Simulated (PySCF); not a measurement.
Compound: C₂H₅F₃SSi.
Atom-mapped SMILES: `[CH3:1][CH2:2][S:3][Si:4]([F:5])([F:6])[F:7]` (hydrogens: H8, H9, H10 on C1; H11, H12 on C2)

A GFN2-xTB structure with every atom displaced at random (by about 0.01 Å) was refined with PBE0-D3(BJ)/def2-SVP geometry optimisation, gas phase in PySCF. Values at the start:

```
  coordinate    start
       C1–C2  1.484 Å
       C1–H8  1.106 Å
       C2–S3  1.831 Å
      C2–H11  1.079 Å
      S3–Si4  2.128 Å
      Si4–F5  1.542 Å
    C1–C2–S3   112.2°
   C2–S3–Si4   102.3°
   S3–Si4–F5   112.7°
   S3–Si4–F6   114.9°
   S3–Si4–F7   112.1°
   F5–Si4–F6   106.3°
   F5–Si4–F7   107.3°
   F6–Si4–F7   102.7°
C1–C2–S3–Si4     -70°
C2–S3–Si4–F5    -161°
```

How do these coordinates change at the PBE0-D3(BJ)/def2-SVP level?

```json
{"coordinate": "Si4–F5", "PBE0-D3(BJ)/def2-SVP (Å or °)": "1.598", "change": "+0.056"}
{"coordinate": "S3–Si4", "PBE0-D3(BJ)/def2-SVP (Å or °)": "2.086", "change": "-0.042"}
{"coordinate": "C1–C2", "PBE0-D3(BJ)/def2-SVP (Å or °)": "1.514", "change": "+0.030"}
{"coordinate": "C2–H11", "PBE0-D3(BJ)/def2-SVP (Å or °)": "1.100", "change": "+0.021"}
{"coordinate": "C2–S3", "PBE0-D3(BJ)/def2-SVP (Å or °)": "1.846", "change": "+0.015"}
{"coordinate": "C1–H8", "PBE0-D3(BJ)/def2-SVP (Å or °)": "1.100", "change": "-0.006"}
{"coordinate": "C2–S3–Si4", "PBE0-D3(BJ)/def2-SVP (Å or °)": "98.6", "change": "-3.7"}
{"coordinate": "S3–Si4–F5", "PBE0-D3(BJ)/def2-SVP (Å or °)": "109.2", "change": "-3.5"}
{"coordinate": "F6–Si4–F7", "PBE0-D3(BJ)/def2-SVP (Å or °)": "104.8", "change": "+2.1"}
{"coordinate": "C1–C2–S3", "PBE0-D3(BJ)/def2-SVP (Å or °)": "113.9", "change": "+1.7"}
{"coordinate": "F5–Si4–F7", "PBE0-D3(BJ)/def2-SVP (Å or °)": "109.1", "change": "+1.8"}
{"coordinate": "F5–Si4–F6", "PBE0-D3(BJ)/def2-SVP (Å or °)": "107.5", "change": "+1.2"}
{"coordinate": "S3–Si4–F6", "PBE0-D3(BJ)/def2-SVP (Å or °)": "114.4", "change": "-0.5"}
{"coordinate": "S3–Si4–F7", "PBE0-D3(BJ)/def2-SVP (Å or °)": "111.7", "change": "-0.4"}
{"coordinate": "C2–S3–Si4–F5", "PBE0-D3(BJ)/def2-SVP (Å or °)": "-170", "change": "-9"}
{"coordinate": "C1–C2–S3–Si4", "PBE0-D3(BJ)/def2-SVP (Å or °)": "-78", "change": "-8"}
```

The energy falls by 0.187 eV over 8 energy and gradient evaluations, the largest force component goes from 0.0484 to 3.1e-04 Eh/bohr, and the atoms move by 0.160 Å rms after alignment. The bond that changes most is Si4–F5 (fluorine-bound silicon to silicon-bound fluorine), which lengthens by 0.056 Å. Bonds longer at the end by more than 0.005 Å: 9 of 11; shorter: 2. Rotational constants go from 2721, 1259, 1124 to 2640, 1266, 1137 MHz.

The run used 131 basis functions and 54 SCF cycles in all. Time: 68 s of wall time; peak memory 0.52 GiB. Hardware: one thread of an Arm Neoverse V1 (shared host).

Stationary, but not proved a minimum. The numbers are those of one conformer.

Shape of the structure used: `[CH3:1][CH2:2][S:3][Si:4]([F:5])([F:6])[F:7]`: C1–C2–S3–Si4 -78°, C2–S3–Si4–F5 -170°.
